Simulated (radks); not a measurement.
Question: The caesium ion Cs13+ is in [Kr] 4d6. Calculated with a radial shooting solver on a logarithmic mesh with Libxc functionals: non-relativistic Kohn-Sham, PBE, spin-polarised, spherical densities, point nucleus. Open shells are filled with parallel spins first. One electron is removed from 4p, 4d, 3d, 4s in turn, with full relaxation. Which removal costs least, and what does each cost?

Answer: 4d 319.60 eV; 4p 403.65 eV; 4s 451.58 eV; 3d 1007.9 eV. The 4d electron leaves first.
